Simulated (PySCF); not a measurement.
## Computed properties of dibromo-chloro-fluoromethane (CBr₂ClF), SMILES BrC(Cl)(Br)F

dibromo-chloro-fluoromethane (CBr2ClF), SMILES FC(Cl)(Br)Br. Geometry optimised at B3LYP-D3(BJ)/def2-SVP. The values are those of a single conformer. All values are computed for the isolated molecule unless a solvent is named; none is compared with measurement here.

**Structure.** The optimised structure has Cs symmetry. All 9 harmonic modes at B3LYP-D3(BJ)/def2-SVP (PySCF) are real, so it is a minimum. With heavy atoms numbered as in [F:1][C:2]([Cl:3])([Br:4])[Br:5], the shortest bond between them is F1–C2 at 1.331 Å and the longest C2–Br5 at 1.960 Å.

**Vibrations.** The strongest infrared lines (harmonic, unscaled, degenerate partners summed) lie at 727 cm⁻¹ (253 km/mol, C 92 %), 787 cm⁻¹ (228 km/mol, C 88 %, Cl 8 %), 1140 cm⁻¹ (193 km/mol, C 64 %, F 36 %). The softest mode is at 159 cm⁻¹ and the zero-point energy is 6.3 kcal/mol.

**Electronic structure.** ωB97X/def2-TZVP (PySCF) places the frontier levels at -10.84 and 0.05 eV, a gap of 10.89 eV, and gives a dipole moment of 0.38 D and a mean polarisability of 63.7 bohr³. PBE/def2-TZVP (PySCF) at the same geometry gives -7.14 and -3.12 eV, so its gap is 6.87 eV narrower. An orbital gap is neither the optical nor the fundamental gap.

**Excitations.** TDDFT-ωB97X/def2-SVPD (PySCF) has S1 at 5.09 eV (243 nm, f = 0.004, weak); the most intense of the 10 singlets computed lies at 6.78 eV (f = 0.06). T1 (TDA) is at 4.47 eV. TDDFT-PBE/def2-SVPD (PySCF) puts S1 at 4.18 eV. No vertical singlet excitation falls in the visible range (under 3.1 eV).

**NMR.** GIAO shifts at HF/pcSseg-1 (PySCF) (non-relativistic, atoms alike by connectivity averaged): ¹³C at 131.5 ppm against TMS; ¹⁹F at -0.8 ppm against CFCl3. Without spin–orbit terms, shifts of atoms bonded to Cl or Br come out too high.
